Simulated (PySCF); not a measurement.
This PySCF input asks for the NMR shieldings of `CC(C)(C)[SiH2]B(N)N`, C₄H₁₅BN₂Si; the geometry comes from GFN2-xTB.

```python
import basis_set_exchange as bse
import numpy as np
from pyscf import gto, dft
from pyscf.prop import nmr

atoms = """
C    -1.128763    1.350277   -0.569194
C    -1.018578   -0.167810   -0.432980
C    -1.470997   -0.570287    0.970118
C    -1.941898   -0.823119   -1.456731
Si    0.815950   -0.710679   -0.703288
B     2.033001    0.136269    0.583977
N     2.418897    1.480588    0.444828
N     2.537732   -0.577763    1.684040
H    -0.805562    1.671853   -1.557729
H    -0.510655    1.849955    0.174690
H    -2.159629    1.678536   -0.428308
H    -1.408609   -1.649430    1.097415
H    -0.846353   -0.099782    1.728067
H    -2.504746   -0.268703    1.146181
H    -1.648920   -0.550044   -2.467792
H    -1.899292   -1.906505   -1.373434
H    -2.975753   -0.509793   -1.303883
H     1.083189   -0.408199   -2.130125
H     0.780906   -2.192678   -0.664749
H     3.042060    1.950844    1.080394
H     2.123050    2.066073   -0.314772
H     2.319117   -1.539892    1.866288
H     3.161098   -0.182727    2.368758
"""
names = dict.fromkeys(["C", "Si", "B", "N", "H"], "pcSseg-1")
basis = {el: gto.basis.parse(bse.get_basis(n, elements=[el], fmt="nwchem")) for el, n in names.items()}
mol = gto.M(atom=atoms, basis=basis, charge=0, verbose=0)
mf = dft.RKS(mol, xc="PBE0")
mf.grids.level = 2
mf.grids.alignment = dft.numint.BLKSIZE   # the property module wants whole blocks of grid points
mf.conv_tol = 1e-9
mf.kernel()

calc = nmr.RKS(mf)   # GIAO
C = mf.mo_coeff
Co = C[:, mf.mo_occ > 0]
resp = mf.gen_response(singlet=True, hermi=2)
def vind(x):   # induced exchange potential for any number of trial vectors
    d = np.einsum("pi,xij,qj->xpq", C, 2 * x.reshape(-1, C.shape[1], Co.shape[1]), Co, optimize=True)
    return np.einsum("xpq,pi,qj->xij", resp(d - d.transpose(0, 2, 1)), C, Co, optimize=True).ravel()
mo1, _ = nmr.rhf.solve_mo1(calc, with_cphf=vind)
sigma = calc.kernel(mo1)
for i, s in enumerate(sigma):   # ppm
    print("%2d %-2s %9.2f" % (i, mol.atom_pure_symbol(i), np.trace(s) / 3))
```

Q: What does it print?

A: 
```
 0 C     156.31
 1 C     166.44
 2 C     155.95
 3 C     153.94
 4 Si    397.30
 5 B      74.90
 6 N     185.88
 7 N     184.84
 8 H      30.64
 9 H      30.33
10 H      30.89
11 H      30.60
12 H      30.45
13 H      30.88
14 H      30.46
15 H      30.46
16 H      30.85
17 H      28.06
18 H      28.17
19 H      28.90
20 H      29.08
21 H      28.92
22 H      28.94
```

These numbers come from an equivalent density-fitted implementation of the same equations, which agrees with the script to about 0.01 ppm for H and up to a few tenths of a ppm for heavy atoms, so last digits may differ.

Size and cost of the density-fitted run: 218 basis functions, 59 s wall time on 1 thread of an Arm Neoverse V1, shared host; peak memory 1 GiB.
